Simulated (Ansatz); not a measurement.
# Molecular dynamics of C2H5AlN2

input.yaml

```yaml
crystal:
  periodic: [false, false, false]
  atoms:
    - { symbol: "N", position_ang: [1.996402, -0.914792, -2.109676] }
    - { symbol: C, position_ang: [1.192854, -0.718341, -1.058393] }
    - { symbol: C, position_ang: [0.463347, -0.509594, -0.067922] }
    - { symbol: Al, position_ang: [-0.430853, -0.362334, 1.616427] }
    - { symbol: "N", position_ang: [-1.536694, 1.221982, 1.592345] }
    - { symbol: H, position_ang: [2.235006, -1.878827, -2.357213] }
    - { symbol: H, position_ang: [1.895258, -0.293089, -2.916169] }
    - { symbol: H, position_ang: [-2.107299, -0.099413, 1.955608] }
    - { symbol: H, position_ang: [-1.803669, 1.617607, 2.504045] }
    - { symbol: H, position_ang: [-1.821154, 1.885599, 0.843947] }
basis:
  gaussian: { orbitals: def2-SVP }
hamiltonian:
  xc: pbe
  dispersion: d4
md:
  timestep: 0.5
  n_steps: 200
  ensemble: nve
  temperature: 300.0
  initial_velocities: maxwell_boltzmann
  seed: 5639
```

Launched with:

```bash
$ ansatz run input.yaml --threads 2 --pin off --max-ram 3072MiB --backend cpu --events-out ev --progress --plain --runs-dir out
```

It starts at the highest image of a converged band. Of that band: Neighbouring images differ by up to 1.9 eV, so the band resolves the path poorly. A vibrational analysis at the climbing image gives one clearly imaginary mode, 1250i cm⁻¹: a first-order saddle point.

Output, in part (step lines, the closing report, with atoms numbered from 0):

```
md step     0: t =     0.00 fs  T =   300.0 K  F+E_penalty+E_count = -11713.32057176 eV  E_kin = 0.310224 eV  conserved = -11713.01034777 eV  (31 SCF iters)
md step     1: t =     0.50 fs  T =   294.8 K  F+E_penalty+E_count = -11713.31510977 eV  E_kin = 0.304879 eV  conserved = -11713.01023089 eV  (32 SCF iters)
md step     2: t =     1.00 fs  T =   280.8 K  F+E_penalty+E_count = -11713.30024904 eV  E_kin = 0.290371 eV  conserved = -11713.00987839 eV  (33 SCF iters)
md step     3: t =     1.50 fs  T =   263.1 K  F+E_penalty+E_count = -11713.28152182 eV  E_kin = 0.272085 eV  conserved = -11713.00943654 eV  (33 SCF iters)
md step     4: t =     2.00 fs  T =   248.2 K  F+E_penalty+E_count = -11713.26580435 eV  E_kin = 0.256702 eV  conserved = -11713.00910198 eV  (33 SCF iters)
md step     5: t =     2.50 fs  T =   241.1 K  F+E_penalty+E_count = -11713.25829419 eV  E_kin = 0.249271 eV  conserved = -11713.00902280 eV  (33 SCF iters)
md step     6: t =     3.00 fs  T =   242.8 K  F+E_penalty+E_count = -11713.26024888 eV  E_kin = 0.251032 eV  conserved = -11713.00921701 eV  (33 SCF iters)
md step     7: t =     3.50 fs  T =   250.6 K  F+E_penalty+E_count = -11713.26869668 eV  E_kin = 0.259127 eV  conserved = -11713.00956952 eV  (33 SCF iters)
[... lines left out ...]
Total energy: -11715.23265993 eV, -430.5268593825 hartree
Atom 0 at     1.959679    -1.046664    -2.175783 Å, force     0.700745    -0.944208     2.228745 eV/Å
Atom 1 at     1.230870    -0.757222    -1.066911 Å, force     0.171211    -0.294522    -1.182599 eV/Å
Atom 2 at     0.470551    -0.550715    -0.097982 Å, force     0.391172     0.198195     0.310036 eV/Å
Atom 3 at    -0.521522    -0.244621     1.510119 Å, force    -1.459425    -0.486611     0.205700 eV/Å
Atom 4 at    -1.443714     1.359491     1.847142 Å, force     0.786626    -1.772331    -0.154724 eV/Å
Atom 5 at     2.794915    -1.669404    -2.085105 Å, force    -0.854333     0.573276    -0.065303 eV/Å
Atom 6 at     1.799026    -0.673756    -3.086072 Å, force    -0.382565     0.633253    -0.820611 eV/Å
Atom 7 at    -1.138071    -1.675583     2.424661 Å, force     0.823346     1.415750    -0.593660 eV/Å
Atom 8 at    -1.715104     1.888432     1.004480 Å, force    -0.162040     0.041199     0.448978 eV/Å
Atom 9 at    -2.236224     1.086248     2.455505 Å, force    -0.014735     0.635998    -0.376561 eV/Å
Dipole moment:     0.358744     0.010735    -0.644036 e Å
```

The steps, from the saved trajectory:

```
time (fs)  T (K)  potential energy less start (eV)  conserved less start (meV/atom)
      0.0    300                             0.000                             0.00
      3.0    243                             0.060                             0.11
      6.0    247                             0.056                             0.10
      9.0    364                            -0.065                             0.05
     12.0    622                            -0.331                             0.16
     15.0   1171                            -0.901                             0.04
     18.0   1735                            -1.484                            -0.05
     21.0   2025                            -1.784                             0.01
     24.0   2072                            -1.833                            -0.06
     27.0   1914                            -1.669                             0.01
     30.0   1756                            -1.505                             0.07
     33.0   1680                            -1.427                            -0.05
     36.0   1455                            -1.194                             0.00
     39.0   1084                            -0.809                             0.12
     42.0    930                            -0.652                             0.02
     45.0    866                            -0.584                             0.05
     48.0    774                            -0.489                             0.06
     51.0    761                            -0.476                             0.04
     54.0    909                            -0.629                             0.10
     57.0   1237                            -0.968                             0.03
     60.0   1570                            -1.312                             0.06
     63.0   1899                            -1.654                            -0.02
     66.0   1918                            -1.674                            -0.07
     69.0   1639                            -1.385                             0.03
     72.0   1370                            -1.106                             0.06
     75.0   1264                            -0.997                             0.01
     78.0   1205                            -0.936                            -0.03
     81.0    804                            -0.522                            -0.03
     84.0    428                            -0.130                             0.17
     87.0    786                            -0.503                            -0.02
     90.0   1004                            -0.727                             0.01
     93.0   1176                            -0.905                             0.05
     96.0   1512                            -1.253                             0.07
     99.0   2003                            -1.761                            -0.01
```

The run went to its last step. The conserved energy stayed within 0.24 meV per atom of its start (net change -0.013 meV per atom), so the integration is sound. The kinetic energy rose, since the run started high on the potential surface and went downhill. A run of 0.1 ps of so small a system gives no equilibrium averages. The orbitals stay closed-shell, which can raise the energy where a bond breaks towards radicals; this wasn't checked here.

Between its relaxed ends the band would form N5–H8 and break Al4–H8. These pairs go: N5–H8 1.48 → 3.10 Å, Al4–H8 1.73 → 1.81 Å. In the last frame they stand as before the step (other bonds may differ from the relaxed reactants and products). These pairs come and go: their bonding changes 6 times, last at 98 of 100 fs, so the outcome isn't settled. It ends as one piece, C2H5AlN2. Pairs count as bonded within 1.25 times the sum of covalent radii (0.12 Å more for H–H).

Last frame:

```xyz
10
Properties=species:S:1:pos:R:3
N 1.960 -1.047 -2.176
C 1.231 -0.757 -1.067
C 0.471 -0.551 -0.098
Al -0.521 -0.245 1.510
N -1.444 1.359 1.847
H 2.795 -1.669 -2.085
H 1.799 -0.674 -3.086
H -1.138 -1.676 2.425
H -1.715 1.888 1.004
H -2.236 1.086 2.455
```

Run time: 2.7 min on 2 threads of Intel(R) Xeon(R) 6975P-C (Granite Rapids), on a shared host, peak memory 0.15 GiB.
